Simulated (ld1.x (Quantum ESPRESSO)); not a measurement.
## Building the TM potential for Cu (PW91, fully relativistic).

ld1.x (Quantum ESPRESSO) 7.5 was run on this input:

```
&input
   title='Cu', zed=29., rel=2, dft='PW91', iswitch=3,
   config='[Ar] 3d10 4s1 4p0', rel_dist='average',
   nld=5, rlderiv=2.45, eminld=-7.0, emaxld=5.0, deld=0.02
 /
 &inputp
   pseudotype=2, tm=.true., lloc=-1, rcloc=2.20,
   nlcc=.false.,
   file_pseudopw='Cu.UPF', file_wfcaegen='ae.wfc', file_wfcncgen='nc.wfc', file_beta='beta', file_chi='chi'
 /
3
4S  1  0   1.00   0.00  2.25  2.25  0.0
3P  2  1   6.00   0.00  0.90  0.90  0.0
3D  3  2  10.00   0.00  0.70  0.70  0.0
 &test
   configts(1)='3p6 3d10 4s1 4p0'
 /
```

Command:

```bash
ld1.x < Cu.in > Cu.out
```

Resulting log (shortened: banner, matrices, multipoles, cross overlaps and the repeated all-electron block are left out):

```
Program LD1 v.7.5
     --------------------------- All-electron run ----------------------------

     Cu
     dirac relativistic calculation

     atomic number is 29.00
     dft =PW91   lsd =0 sic =0 latt =0  beta=0.20 tr2=1.0E-14
     Exchange-correlation= PW91
                           (   1   4   2   2   0   0   0)
     mesh =1199 r(mesh) = 100.25372 a.u. xmin = -7.00 dx = 0.01250
     1 Ry =  13.60569312 eV, c = 137.03599908

     n l j   nl                  e(Ry)          e(Ha)          e(eV)
     Spin orbit split results
     1 0 0.5 1S 1( 2.00)      -650.5187      -325.2594     -8850.7579
     2 0 0.5 2S 1( 2.00)       -78.0800       -39.0400     -1062.3327
     2 1 0.5 2P 1( 2.00)       -68.4139       -34.2069      -930.8181
     2 1 1.5 2P 1( 4.00)       -66.9063       -33.4531      -910.3065
     3 0 0.5 3S 1( 2.00)        -8.4280        -4.2140      -114.6685
     3 1 0.5 3P 1( 2.00)        -5.4324        -2.7162       -73.9116
     3 1 1.5 3P 1( 4.00)        -5.2423        -2.6212       -71.3258
     3 2 1.5 3D 1( 4.00)        -0.3879        -0.1940        -5.2780
     3 2 2.5 3D 1( 6.00)        -0.3680        -0.1840        -5.0075
     4 0 0.5 4S 1( 1.00)        -0.3428        -0.1714        -4.6634
     4 1 0.5 4P 1( 0.00)        -0.0568        -0.0284        -0.7729
     4 1 1.5 4P 1( 0.00)        -0.0542        -0.0271        -0.7380
     Averaged results
     1 0     1S 1( 2.00)      -650.5187      -325.2594     -8850.7579
     2 0     2S 1( 2.00)       -78.0800       -39.0400     -1062.3327
     2 1     2P 1( 6.00)       -67.4088       -33.7044      -917.1437
     3 0     3S 1( 2.00)        -8.4280        -4.2140      -114.6685
     3 1     3P 1( 6.00)        -5.3057        -2.6528       -72.1877
     3 2     3D 1(10.00)        -0.3760        -0.1880        -5.1157
     4 0     4S 1( 1.00)        -0.3428        -0.1714        -4.6634
     4 1     4P 1( 0.00)        -0.0551        -0.0275        -0.7496

     final scf error:  6.4E-15 reached in  29 iterations

     Etot =   -3310.621993 Ry,   -1655.310996 Ha,  -45043.306882 eV

     Ekin =    3367.948917 Ry,    1683.974459 Ha,   45823.279419 eV
     Encl =   -7979.340672 Ry,   -3989.670336 Ha, -108564.460512 eV
     Eh   =    1436.787819 Ry,     718.393909 Ha,   19548.494144 eV
     Exc  =    -136.018056 Ry,     -68.009028 Ha,   -1850.619933 eV

     normalization and overlap integrals

     s(1S/1S) =  1.000000  <r> =   0.0521  <r2> =    0.0037  r(max) =   0.0341
     s(2S/2S) =  1.000000  <r> =   0.2350  <r2> =    0.0652  r(max) =   0.1960
     s(2P/2P) =  1.000000  <r> =   0.2041  <r2> =    0.0512  r(max) =   0.1565
     s(2P/2P) =  1.000000  <r> =   0.2074  <r2> =    0.0528  r(max) =   0.1585
     s(3S/3S) =  1.000000  <r> =   0.7118  <r2> =    0.5864  r(max) =   0.6112
     s(3P/3P) =  1.000000  <r> =   0.7420  <r2> =    0.6522  r(max) =   0.6112
     s(3P/3P) =  1.000000  <r> =   0.7529  <r2> =    0.6715  r(max) =   0.6189
     s(3D/3D) =  1.000000  <r> =   1.0390  <r2> =    1.5454  r(max) =   0.6036
     s(3D/3D) =  1.000000  <r> =   1.0520  <r2> =    1.5914  r(max) =   0.6036
     s(4S/4S) =  1.000000  <r> =   2.9300  <r2> =   10.1899  r(max) =   2.2710
     s(4P/4P) =  1.000000  <r> =   5.0739  <r2> =   31.6489  r(max) =   3.6064
     s(4P/4P) =  1.000000  <r> =   5.1583  <r2> =   32.6831  r(max) =   3.6517

     ------------------------ End of All-electron run ------------------------

     --------------------- Generating NC pseudopotential ---------------------

      Generating local potential from pseudized AE potential:
      Matching radius rcloc =   2.2000

      Local pseudo, rcloc= 2.187 Estimated cut-off energy=     5.11 Ry

     Fully relativistic calculation: |psi|^2

     Wfc 4S LC norm =  0.99996994 SC norm =  0.00002758 missing  0.00000248

     Wfc 3P LC norm =  0.99959227 SC norm =  0.00040773 missing  0.00000000

     Wfc 3P LC norm =  0.99960158 SC norm =  0.00039841 missing  0.00000001

     Wfc 3D LC norm =  0.99975145 SC norm =  0.00024854 missing  0.00000001

     Wfc 3D LC norm =  0.99975489 SC norm =  0.00024418 missing  0.00000094

      Wfc   4S  rcut= 2.243  Using Troullier-Martins method

      Wfc   3P  rcut= 0.889  Using Troullier-Martins method

      Wfc   3P  rcut= 0.889  Using Troullier-Martins method

      Wfc   3D  rcut= 0.693  Using Troullier-Martins method

      Wfc   3D  rcut= 0.693  Using Troullier-Martins method

     ------------------- End of pseudopotential generation -------------------

     Computing logarithmic derivative in   2.46323
     Message from routine run_pseudo:
     Warning: convergence not achieved
     Computing logarithmic derivative in   2.46323
     Computing the partial wave expansion
     R is outside the sphere for l=    0 j= 0.50
     R is outside the sphere for l=    1 j= 0.50
     R is outside the sphere for l=    1 j= 1.50
     R is outside the sphere for l=    2 j= 1.50
     R is outside the sphere for l=    2 j= 2.50

     ---------------------- Testing the pseudopotential ----------------------

     Cu
     dirac relativistic calculation

     atomic number is 29.00   valence charge is 17.00
     dft =PW91   lsd =0 sic =0 latt =0  beta=0.20 tr2=1.0E-14
     mesh =1199 r(mesh) = 100.25372 xmin = -7.00 dx = 0.01250

     n l  j  nl             e AE (Ry)       e PS (Ry)    De AE-PS (Ry)
     2 1 0.5 3P   1( 2.00)       -5.43241       -5.43242        0.00002
     2 1 1.5 3P   1( 4.00)       -5.24235       -5.24250        0.00015
     3 2 1.5 3D   1( 4.00)       -0.38793       -0.38732       -0.00061
     3 2 2.5 3D   1( 6.00)       -0.36804       -0.36818        0.00014
     1 0 0.5 4S   1( 1.00)       -0.34275       -0.34276        0.00000
     3 1 0.5 4P   1( 0.00)       -0.05680       -0.04421       -0.01260  !
     3 1 1.5 4P   1( 0.00)       -0.05424       -0.04276       -0.01149  !

     eps = 3.1E-11  iter =201

     Etot =   -3310.621993 Ry,   -1655.310996 Ha,  -45043.306882 eV
     Etotps =  -299.669275 Ry,    -149.834638 Ha,   -4077.208197 eV

     Ekin =     238.393433 Ry,     119.196716 Ha,    3243.507885 eV
     Encl =    -563.456145 Ry,    -281.728073 Ha,   -7666.211398 eV
     Ehrt =     273.352242 Ry,     136.676121 Ha,    3719.146723 eV
     Ecxc =     -31.823893 Ry,     -15.911946 Ha,    -432.986121 eV
     Epseu=    -216.134912 Ry,    -108.067456 Ha,   -2940.665286 eV

     ---------------------- End of pseudopotential test ----------------------
```

Generation and configuration tests took about 4.7 s on one core of a shared server CPU.

Transferability test of the new file with ld1.x, input:

```
&input
   title='Cu', zed=29., rel=2, dft='PW91', iswitch=2,
   config='[Ar] 3d10 4s1 4p0', rel_dist='average'
 /
 &test
   file_pseudo='Cu.UPF', nconf=8,
   configts(1)='3p6 3d10 4s1 4p0',
   configts(2)='3p6 3d10 4s0 4p0',
   configts(3)='3p6 3d9 4s0 4p0',
   configts(4)='3p6 3d8 4s0 4p0',
   configts(5)='3p6 3d10 4s0.5 4p0',
   configts(6)='3p6 3d9 4s1 4p0',
   configts(7)='3p5 3d10 4s1 4p0',
   configts(8)='3p6 3d9 4s1 4p1'
 /
```

```bash
ld1.x < Cu.test.in > Cu.test.out
```

Pseudopotential blocks of its output, shortened (energy terms left out; the distinct warnings before each block abridged to one line each):

```
     Warning: convergence not achieved
     ---------------------- Testing the pseudopotential ----------------------

     n l  j  nl             e AE (Ry)       e PS (Ry)    De AE-PS (Ry)
     2 1 0.5 3P   1( 2.00)       -5.43241       -5.43242        0.00002
     2 1 1.5 3P   1( 4.00)       -5.24235       -5.24250        0.00015
     3 2 1.5 3D   1( 4.00)       -0.38793       -0.38732       -0.00061
     3 2 2.5 3D   1( 6.00)       -0.36804       -0.36818        0.00014
     1 0 0.5 4S   1( 1.00)       -0.34275       -0.34276        0.00000
     3 1 0.5 4P   1( 0.00)       -0.05680       -0.04421       -0.01260  !
     3 1 1.5 4P   1( 0.00)       -0.05424       -0.04276       -0.01149  !

     eps = 2.3E-10  iter =201

     Etot =   -3310.621993 Ry,   -1655.310996 Ha,  -45043.306882 eV
     Etotps =  -299.669275 Ry,    -149.834638 Ha,   -4077.208197 eV

     ---------------------- End of pseudopotential test ----------------------

          ---------------------- Testing the pseudopotential ----------------------

     n l  j  nl             e AE (Ry)       e PS (Ry)    De AE-PS (Ry)
     2 1 0.5 3P   1( 2.00)       -6.06908       -6.06465       -0.00443
     2 1 1.5 3P   1( 4.00)       -5.87967       -5.87564       -0.00403
     3 2 1.5 3D   1( 4.00)       -1.02273       -1.01952       -0.00321
     3 2 2.5 3D   1( 6.00)       -1.00263       -1.00025       -0.00237
     1 0 0.5 4S   1( 0.00)       -0.87915       -0.88141        0.00226
     3 1 0.5 4P   1( 0.00)       -0.49378       -0.45904       -0.03474  !
     3 1 1.5 4P   1( 0.00)       -0.48722       -0.45488       -0.03234  !

     eps = 9.2E-15  iter = 16

     Etot =   -3310.019062 Ry,   -1655.009531 Ha,  -45035.103590 eV
     Etotps =  -299.065397 Ry,    -149.532699 Ha,   -4068.992019 eV
     dEtot_ae =       0.602931 Ry
     dEtot_ps =       0.603878 Ry,   Delta E=      -0.000947 Ry

     ---------------------- End of pseudopotential test ----------------------

          Warning: n=2, l=1 expected 0 nodes, found 1
     ---------------------- Testing the pseudopotential ----------------------

     n l  j  nl             e AE (Ry)       e PS (Ry)    De AE-PS (Ry)
     2 1 0.5 3P   1( 2.00)       -7.30832       -7.32473        0.01641  !
     2 1 1.5 3P   1( 4.00)       -7.11671       -7.13291        0.01621  !
     3 2 1.5 3D   1( 3.60)       -2.19872       -2.21083        0.01212  !
     3 2 2.5 3D   1( 5.40)       -2.17661       -2.18939        0.01278  !
     1 0 0.5 4S   1( 0.00)       -1.65031       -1.65284        0.00253
     3 1 0.5 4P   1( 0.00)       -1.14786       -1.07135       -0.07651  !
     3 1 1.5 4P   1( 0.00)       -1.13554       -1.06342       -0.07212  !

     eps = 1.4E-15  iter = 15

     Etot =   -3308.443706 Ry,   -1654.221853 Ha,  -45013.669778 eV
     Etotps =  -297.486643 Ry,    -148.743322 Ha,   -4047.511973 eV
     dEtot_ae =       2.178287 Ry
     dEtot_ps =       2.182632 Ry,   Delta E=      -0.004345 Ry

     ---------------------- End of pseudopotential test ----------------------

          ---------------------- Testing the pseudopotential ----------------------

     n l  j  nl             e AE (Ry)       e PS (Ry)    De AE-PS (Ry)
     2 1 0.5 3P   1( 2.00)       -8.79523       -8.85171        0.05648  !
     2 1 1.5 3P   1( 4.00)       -8.59975       -8.65507        0.05532  !
     3 2 1.5 3D   1( 3.20)       -3.61811       -3.66227        0.04416  !
     3 2 2.5 3D   1( 4.80)       -3.59388       -3.63842        0.04453  !
     1 0 0.5 4S   1( 0.00)       -2.54947       -2.56585        0.01638  !
     3 1 0.5 4P   1( 0.00)       -1.94344       -1.81142       -0.13202  !
     3 1 1.5 4P   1( 0.00)       -1.92484       -1.79944       -0.12540  !

     eps = 2.1E-15  iter = 14

     Etot =   -3305.567388 Ry,   -1652.783694 Ha,  -44974.535481 eV
     Etotps =  -294.583063 Ry,    -147.291531 Ha,   -4008.006751 eV
     dEtot_ae =       5.054605 Ry
     dEtot_ps =       5.086212 Ry,   Delta E=      -0.031608 Ry

     ---------------------- End of pseudopotential test ----------------------

          Warning: convergence not achieved
     ---------------------- Testing the pseudopotential ----------------------

     n l  j  nl             e AE (Ry)       e PS (Ry)    De AE-PS (Ry)
     2 1 0.5 3P   1( 2.00)       -5.73394       -5.73175       -0.00219
     2 1 1.5 3P   1( 4.00)       -5.54420       -5.54227       -0.00193
     3 2 1.5 3D   1( 4.00)       -0.68936       -0.68742       -0.00194
     3 2 2.5 3D   1( 6.00)       -0.66938       -0.66822       -0.00116
     1 0 0.5 4S   1( 0.50)       -0.59900       -0.59986        0.00086
     3 1 0.5 4P   1( 0.00)       -0.25906       -0.23557       -0.02349  !
     3 1 1.5 4P   1( 0.00)       -0.25449       -0.23279       -0.02170  !

     eps = 5.0E-11  iter =201

     Etot =   -3310.387578 Ry,   -1655.193789 Ha,  -45040.117502 eV
     Etotps =  -299.434670 Ry,    -149.717335 Ha,   -4074.016231 eV
     dEtot_ae =       0.234415 Ry
     dEtot_ps =       0.234605 Ry,   Delta E=      -0.000190 Ry

     ---------------------- End of pseudopotential test ----------------------

          Warning: convergence not achieved
     ---------------------- Testing the pseudopotential ----------------------

     n l  j  nl             e AE (Ry)       e PS (Ry)    De AE-PS (Ry)
     2 1 0.5 3P   1( 2.00)       -6.50622       -6.52304        0.01683  !
     2 1 1.5 3P   1( 4.00)       -6.31429       -6.33065        0.01637  !
     3 2 1.5 3D   1( 3.60)       -1.40654       -1.41793        0.01139  !
     3 2 2.5 3D   1( 5.40)       -1.38472       -1.39670        0.01198  !
     1 0 0.5 4S   1( 1.00)       -1.00428       -1.00171       -0.00257
     3 1 0.5 4P   1( 0.00)       -0.57498       -0.52615       -0.04883  !
     3 1 1.5 4P   1( 0.00)       -0.56674       -0.52112       -0.04562  !

     eps = 1.1E-10  iter =201

     Etot =   -3309.764257 Ry,   -1654.882129 Ha,  -45031.636791 eV
     Etotps =  -298.806697 Ry,    -149.403348 Ha,   -4065.472217 eV
     dEtot_ae =       0.857736 Ry
     dEtot_ps =       0.862579 Ry,   Delta E=      -0.004843 Ry

     ---------------------- End of pseudopotential test ----------------------

          Warning: convergence not achieved
     ---------------------- Testing the pseudopotential ----------------------

     n l  j  nl             e AE (Ry)       e PS (Ry)    De AE-PS (Ry)
     2 1 0.5 3P   1( 1.67)       -6.58601       -6.60128        0.01527  !
     2 1 1.5 3P   1( 3.33)       -6.39322       -6.40810        0.01489  !
     3 2 1.5 3D   1( 4.00)       -1.46656       -1.48322        0.01666  !
     3 2 2.5 3D   1( 6.00)       -1.44438       -1.46160        0.01722  !
     1 0 0.5 4S   1( 1.00)       -1.01145       -1.00773       -0.00372
     3 1 0.5 4P   1( 0.00)       -0.57791       -0.52705       -0.05086  !
     3 1 1.5 4P   1( 0.00)       -0.56953       -0.52199       -0.04754  !

     eps = 3.9E-11  iter =201

     Etot =   -3304.769630 Ry,   -1652.384815 Ha,  -44963.681425 eV
     Etotps =  -293.810673 Ry,    -146.905337 Ha,   -3997.497855 eV
     dEtot_ae =       5.852363 Ry
     dEtot_ps =       5.858602 Ry,   Delta E=      -0.006239 Ry

     ---------------------- End of pseudopotential test ----------------------

          Warning: convergence not achieved
     ---------------------- Testing the pseudopotential ----------------------

     n l  j  nl             e AE (Ry)       e PS (Ry)    De AE-PS (Ry)
     2 1 0.5 3P   1( 2.00)       -5.96871       -6.02298        0.05427  !
     2 1 1.5 3P   1( 4.00)       -5.77662       -5.83045        0.05382  !
     3 2 1.5 3D   1( 3.60)       -0.87010       -0.91778        0.04768  !
     3 2 2.5 3D   1( 5.40)       -0.84835       -0.89658        0.04823  !
     1 0 0.5 4S   1( 1.00)       -0.52956       -0.55046        0.02090  !
     3 1 0.5 4P   1( 0.33)       -0.16065       -0.14682       -0.01383  !
     3 1 1.5 4P   1( 0.67)       -0.15538       -0.14369       -0.01169  !

     eps = 2.6E-10  iter =201

     Etot =   -3310.117834 Ry,   -1655.058917 Ha,  -45036.447450 eV
     Etotps =  -299.131551 Ry,    -149.565775 Ha,   -4069.892085 eV
     dEtot_ae =       0.504159 Ry
     dEtot_ps =       0.537724 Ry,   Delta E=      -0.033565 Ry

     ---------------------- End of pseudopotential test ----------------------
```
